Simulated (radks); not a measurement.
Species: the tin ion Sn2+. Configuration: [Kr] 4d10 5s2.

All-electron calculation, Dirac Kohn-Sham, XLYP, spin-unpolarised, spherical densities, finite nucleus; Fermi nuclear charge, rms radius 4.6519 fm. Program: a radial shooting solver on a logarithmic mesh with Libxc functionals.

Energy parts (hartree):
part                        energy
total                  -6179.25267
kinetic                 6506.62005
electron-nucleus      -14967.60993
Hartree                 2447.70191
exchange-correlation    -165.96469

Orbitals (lengths in bohr, moments of r in powers of bohr):
orbital,occ.,eigenvalue (hartree),<r>,<1/r>,small-component weight
1s1/2,2,-1066.398,0.02905,53.09,3.37e-02
2s1/2,2,-161.4861,0.1251,12.31,7.14e-03
2p1/2,2,-150.8997,0.1058,12.29,7.16e-03
2p3/2,4,-142.4184,0.1112,11.45,6.84e-03
3s1/2,2,-31.67166,0.3391,4.351,2.06e-03
3p1/2,2,-27.36999,0.3299,4.259,2.01e-03
3p3/2,4,-25.82166,0.3411,4.052,1.92e-03
3d3/2,4,-18.21392,0.3125,3.899,1.80e-03
3d5/2,6,-17.89427,0.3161,3.845,1.78e-03
4s1/2,2,-5.55264,0.8182,1.708,5.57e-04
4p1/2,2,-4.12189,0.8651,1.591,4.97e-04
4p3/2,4,-3.84251,0.8949,1.524,4.69e-04
4d3/2,4,-1.60417,1.084,1.233,3.24e-04
4d5/2,6,-1.56553,1.098,1.215,3.17e-04
5s1/2,2,-0.96153,2.224,0.5809,8.54e-05

The highest occupied level is 5s1/2 at -26.165 eV. The density falls to 0.001 e/bohr^3 at r = 3.70 bohr. Summed over all electrons, <r^2> = 34.56 bohr^2, which gives a Langevin (diamagnetic) susceptibility term of -27.4 x 10^-6 cm^3/mol.
